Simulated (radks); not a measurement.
Effect of the nuclear size on the ytterbium ion Yb2+, [Xe] 4f14. Method: Dirac Kohn-Sham, LDA (Slater exchange, Perdew-Wang correlation), spin-unpolarised, spherical densities, finite nucleus; Fermi nuclear charge, rms radius 5.3108 fm; computed with a radial shooting solver on a logarithmic mesh with Libxc functionals. The rms radius is varied about that value; shifts are against it.

rms radius (fm),total energy shift (eV),density at nucleus (e/bohr^3),1s1/2 shift (meV),2s1/2 shift (meV),4p1/2 shift (meV),5s1/2 shift (meV),4f7/2 shift (meV),6s1/2 (empty) shift (meV)
4.5938,-9.98,1.069e+06,-4080,-554,-0.182,-4.63,0.378,-0.637
4.9337,-5.38,1.046e+06,-2200,-298,-0.099,-2.49,0.204,-0.343
5.3108,0,1.022e+06,0.000,0.000,0.000,0.000,0.000,0.000
5.5604,3.71,1.008e+06,1510,206,0.069,1.72,-0.141,0.237
5.9587,9.87,9.868e+05,4030,548,0.184,4.57,-0.374,0.629

Slopes of the eigenvalues against <r^2> in GHz/fm^2, as finite differences over the two radii next to the reference (eigenvalue slopes, not the field-shift constants of lines): 1s1/2 136000, 2s1/2 18500, 4p1/2 6.15, 5s1/2 155, 4f7/2 -12.7, 6s1/2 (empty) 21.3.
